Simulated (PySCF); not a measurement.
**Magnetisability: SMILES [BH3-][NH2+][C@@H]1C[C@H]1N, C3H11BN2**

Molfile (atoms numbered from 1):
```
C3H11BN2
     RDKit          3D

 17 17  0  0  0  0  0  0  0  0999 V2000
    2.2272   -0.3008   -0.3387 B   0  0  0  0  0  0  0  0  0  0  0  0
    1.0368    0.6583    0.2343 N   0  0  0  0  0  0  0  0  0  0  0  0
   -0.2935    0.3362   -0.2494 C   0  0  2  0  0  0  0  0  0  0  0  0
   -1.5208    0.9132    0.3937 C   0  0  0  0  0  0  0  0  0  0  0  0
   -1.1733   -0.5600    0.5388 C   0  0  1  0  0  0  0  0  0  0  0  0
   -1.8669   -1.6248   -0.0976 N   0  0  0  0  0  0  0  0  0  0  0  0
    3.2578    0.1451    0.1543 H   0  0  0  0  0  0  0  0  0  0  0  0
    2.1849   -0.1727   -1.5582 H   0  0  0  0  0  0  0  0  0  0  0  0
    1.9583   -1.4335    0.0368 H   0  0  0  0  0  0  0  0  0  0  0  0
    1.0592    0.6144    1.2543 H   0  0  0  0  0  0  0  0  0  0  0  0
    1.2663    1.6239   -0.0105 H   0  0  0  0  0  0  0  0  0  0  0  0
   -0.2868    0.2065   -1.3358 H   0  0  0  0  0  0  0  0  0  0  0  0
   -2.3489    1.1889   -0.2652 H   0  0  0  0  0  0  0  0  0  0  0  0
   -1.3968    1.5596    1.2686 H   0  0  0  0  0  0  0  0  0  0  0  0
   -0.7781   -0.8350    1.5263 H   0  0  0  0  0  0  0  0  0  0  0  0
   -2.8016   -1.7420    0.2857 H   0  0  0  0  0  0  0  0  0  0  0  0
   -1.9541   -1.4815   -1.0992 H   0  0  0  0  0  0  0  0  0  0  0  0
  1  2  1  0
  2  3  1  0
  3  4  1  0
  4  5  1  0
  5  6  1  0
  5  3  1  0
  1  7  1  0
  1  8  1  0
  1  9  1  0
  2 10  1  0
  2 11  1  0
  3 12  1  6
  4 13  1  0
  4 14  1  0
  5 15  1  1
  6 16  1  0
  6 17  1  0
M  CHG  2   1  -1   2   1
M  END
```

The calculation used PySCF, GIAO wB97X/6-31G* magnetisability, rotational g tensor and spin-rotation constants, non-relativistic, gas phase. Geometry: PBE0-D3(BJ)/def2-SVP.

**Question.** What are the magnetisability and the molar susceptibility?

**Answer.** Isotropic -1160 × 10⁻³⁰ J/T², or -69.9 × 10⁻⁶ cm³/mol; principal values -1278, -1159, -1043 × 10⁻³⁰ J/T², anisotropy 204 × 10⁻³⁰ J/T² (root of half the summed squared differences of the principal values). The susceptibility is in cgs units.

**Question.** Split it along the inertial axes a, b, c into diamagnetic and paramagnetic parts about the centre of mass, with the quadrupole moment.

**Answer.** 
| axis | χ (10⁻⁶ cm³/mol) | diamagnetic (10⁻⁶ cm³/mol) | paramagnetic (10⁻⁶ cm³/mol) | summed x² of all electrons (Å²) | quadrupole Θ (D Å) |
| --- | --- | --- | --- | --- | --- |
| a | -72.5 | -298.2 | 225.7 | 133.4 | -7.10 |
| b | -69.8 | -651.4 | 581.6 | 50.1 | -1.86 |
| c | -67.3 | -778.3 | 711.1 | 20.2 | +8.96 |

Anisotropies 2χaa − χbb − χcc = -8.0 and 2χbb − χaa − χcc = +0.2 × 10⁻⁶ cm³/mol. Θ is traceless in Buckingham's convention.

**Question.** And the rotational g tensor?

**Answer.** 
```csv
axis,rotational constant (GHz),g,nuclear part,electronic part
a,6.1785,+0.0031,0.6581,-0.6550
b,2.2439,-0.0050,0.6081,-0.6131
c,1.8236,-0.0117,0.5975,-0.6092
```
Asymmetric top; isotopes 11B, 12C, 1H, 14N; no vibrational averaging.
